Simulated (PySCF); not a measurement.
**Converging Be2 in the basis (PBE)**

PySCF, UKS reference; singlet, unpaired electrons none; De to Be + Be without counterpoise correction.

```
     basis     relativity  functions  Re (Å)  ωe (cm⁻¹)  De (eV)
    STO-3G  no relativity         10   2.341        465     0.81
  def2-SVP  no relativity         18   2.453        359     0.45
 def2-SVPD  no relativity         24   2.450        360     0.45
   pcseg-2  no relativity         30   2.426        353     0.41
def2-TZVPP  no relativity         38   2.444        347     0.42
```

Q: How does each smaller set differ from the one with most functions, def2-TZVPP?

A: STO-3G: -10.3 pm, +34.0 % in ωe, +0.39 eV in De; def2-SVP: +0.9 pm, +3.5 % in ωe, +0.03 eV in De; def2-SVPD: +0.6 pm, +3.7 % in ωe, +0.03 eV in De; pcseg-2: -1.8 pm, +1.7 % in ωe, -0.01 eV in De. All at PBE; the set with most functions is neither the basis-set limit nor always the best.

Closed-shell solutions of metal pairs were not tested for spin polarisation, which can lower them a little. STO-3G is very small, so such numbers show the basis as much as the molecule.
